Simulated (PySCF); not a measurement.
Vertical excitations of a molecule C2H7BFN from TDA-M06-2X/def2-SVPD run with PySCF, as energy in eV (oscillator strength): 6.93 (0.006), 7.63 (0.311), 7.83 (0.018), 8.13 (0.023), 8.55 (0.001), 8.76 (0.030), 9.12 (0.000), 9.33 (0.022), 9.43 (0.007), 9.52 (0.017). Lowest triplet (TDA): 5.91 eV. The structure is a stationary point at B3LYP-D3(BJ)/def2-SVP. The values are those of a single conformer.

Problem. Pick the molecule that these values belong to.
(A) CNB(C)F
(B) CCB(N)F
(C) CN(C)BF
(D) CB(N)CF

Solution. C, CN(C)BF
